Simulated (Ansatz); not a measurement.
Ideal-gas functions of AlBrH4O2Si (`[OH][Al]([Br])[O][SiH3]`) at 800 K and 1 bar, from an Ansatz frequency run at PBE0-D4/def2-TZVP.

Molar mass 171.0 g/mol, point group C1 (symmetry number 1), electronic degeneracy 1, moments of inertia 183.716, 525.822, 703.628 u Å². Harmonic wavenumbers (cm⁻¹, unscaled): 25, 37, 73, 166, 206, 251, 347, 365, 569, 672, 733, 735, 898, 956, 957, 986, 1140, 2223, 2225, 2227, 3957.

Use S(trans) = R[1.5 ln M + 2.5 ln T − 1.1517]; rotational temperatures θ = 24.2544 K / I; S(rot) = R[ln(√π/σ · √(T³/θAθBθC)) + 1.5]; for each mode x = 1.438777 ν̃/T, S = R[x/(eˣ − 1) − ln(1 − e⁻ˣ)] and H = RT x/(eˣ − 1); 1 cm⁻¹ = 0.0119627 kJ/mol; R = 8.31446 J/(mol·K).

Q: By hand: the entropy, in J/(mol·K).

A: Translation 193.5. Rotation: θ = 0.132, 0.0461, 0.0345 K, giving 135.8. Vibration, mode by mode: 34.11, 30.85, 25.20, 18.40, 16.62, 15.00, 12.37, 11.96, 8.48, 7.23, 6.59, 6.57, 5.18, 4.76, 4.76, 4.56, 3.66, 0.78, 0.77, 0.77, 0.05, in all 218.7. Electronic 0.0. Sum 548.0 J/(mol·K).

Q: By hand: H − E and G − E in kJ/mol, counted from the electronic energy.

A: Zero-point energy ½ × 19748 × 0.0119627 = 118.1; thermal vibration 72.4; translation, rotation and pV give 4 RT = 26.6. H − E = 217.1 kJ/mol, and G − E = 217.1 − 800 × 548.0/1000 = -221.3 kJ/mol.

Vibration gives 40 % of the entropy, 90.2 J/(mol·K) of it from the modes under 150 cm⁻¹: soft modes count most, and the harmonic formula is weakest for them. The sum counts one conformer and one mirror image; others add a mixing term.
